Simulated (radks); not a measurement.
The numbers below are computed, except where a source is named.
Species: a nucleus of charge 47.6 with 45 electrons. Configuration: [Kr] 4d9.

Level of theory: scalar-relativistic Kohn-Sham, r2SCAN, spin-unpolarised, spherical densities, finite nucleus; meta-GGA in the generalised Kohn-Sham scheme; Fermi nuclear charge, rms radius 4.5454 fm (a radial shooting solver on a logarithmic mesh with Libxc functionals).

Energy parts (hartree):
part                        energy
total                  -5481.03757
kinetic                 5699.85900
electron-nucleus      -13201.16926
Hartree                 2172.15158
exchange-correlation    -151.87889

Orbitals (lengths in bohr, moments of r in powers of bohr; r(90%) holds 90 % of the orbital's charge):
| orbital | occ. | eigenvalue (hartree) | <1/r> | r(90%) | <r^4> | <r^2> |
|---|---|---|---|---|---|---|
| 1s | 2 | -960.0518 | 50.15 | 0.0551 | 4.222e-06 | 0.001273 |
| 2s | 2 | -143.5472 | 11.42 | 0.205 | 0.0007462 | 0.02082 |
| 2p | 6 | -128.7961 | 11.01 | 0.189 | 0.0005364 | 0.01643 |
| 3s | 2 | -27.71012 | 4.028 | 0.532 | 0.03423 | 0.1495 |
| 3p | 6 | -22.82994 | 3.831 | 0.542 | 0.03666 | 0.1510 |
| 3d | 10 | -15.18701 | 3.597 | 0.535 | 0.03499 | 0.1368 |
| 4s | 2 | -4.93943 | 1.543 | 1.29 | 1.213 | 0.9006 |
| 4p | 6 | -3.50503 | 1.393 | 1.43 | 1.811 | 1.078 |
| 4d | 9 | -1.43517 | 1.079 | 1.92 | 5.907 | 1.801 |

The highest occupied level is 4d at -39.053 eV. Summed over all electrons, <r^2> = 27.20 bohr^2, which gives a Langevin (diamagnetic) susceptibility term of -21.5 x 10^-6 cm^3/mol.
